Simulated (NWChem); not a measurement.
System: CH₂NO, doublet; SMILES N[C]=O

```xyz
5

N      0.0956     1.0881     0.0000
C     -0.4139    -0.1573     0.0000
O      0.1597    -1.2142     0.0000
H      1.1000     1.2522     0.0000
H     -0.5185     1.8868     0.0000
```
Atoms are numbered in this order, from 1.

Computed with NWChem. Spin-unrestricted. In the optimisation the excess spin sits in a' (Cs, its own frame). Coordinates come from a B3LYP/6-31G* (spherical d), spin-unrestricted optimisation. No stability test was run on the SCF state. Level: PBE0/def2-SVP with SMD (1 M gas to 1 M solution), gas-phase geometry. Reactions with the solvent are ignored.

Among these, which solvent gives the highest value of “solvation free energy (kcal/mol)”?
A) dimethyl sulfoxide
B) cyclohexane
C) water
D) benzene

B, cyclohexane. Values: dimethyl sulfoxide -5.7; water -3.8; benzene -3.2; cyclohexane -2.5
